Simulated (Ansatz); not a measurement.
Consider the redistribution: `[CH3][GeH]([OH])[F]` + `[F][In]([Cl])[GeH3]` → `[CH3][Ge]([OH])([F])[Cl]` + `[F][InH][GeH3]`.

Isolated molecules relaxed with PBE0-D4/def2-TZVP in Ansatz; ΔE leaves out vibrations. CCSD(T)/CBS adds triple-zeta CCSD(T) − MP2 to the extrapolated MP2 energy (def2 sets, frozen cores). DFT in def2-TZVPP. B3LYP here is the variant with VWN-RPA as its local correlation; programs differ in this. HSE06 is defined as in plane-wave codes. Elements past krypton have def2 core potentials. For Ge, In outer-core shells are correlated without core-valence functions, which leaves a few kJ/mol of doubt a bond. Scalar relativity is left out up to krypton. One conformer a species, not always the lowest.

| level | ΔE (kcal/mol) |
| --- | --- |
| LDA (SPW92) | 6.7 |
| B3LYP-D4 | 8.6 |
| revPBE | 8.8 |
| BLYP | 9.6 |
| r2SCANh | 8.2 |
| HSE06 | 8.5 |
| BHLYP | 9.7 |
| CCSD(T)/def2-TZVPP | 8.3 |

Problem. What does CCSD(T)/CBS give? (Best estimate.)

Solution. Ansatz gave: +9.7 kcal/mol. The listed levels differ from it by -3.0, -1.1, -0.9, -0.1, -1.5, -1.2, 0.0, -1.4 kcal/mol.

Largest T1 diagnostic among the species: 0.015.

At CCSD(T), def2-SVP lies +0.7 kcal/mol from the extrapolated value and def2-TZVPP −1.4 kcal/mol. The D4 term adds −0.9 kcal/mol with B3LYP and −0.5 kcal/mol with PBE0; it sums over pairs of atoms, weighted by their polarisabilities, and B3LYP, whose exchange is more repulsive, gets the larger term. In def2-TZVPP, CCSD(T) changes the Hartree–Fock value by −2.2 kcal/mol (the triples alone add −0.2 kcal/mol) and MP2 by −1.6 kcal/mol.
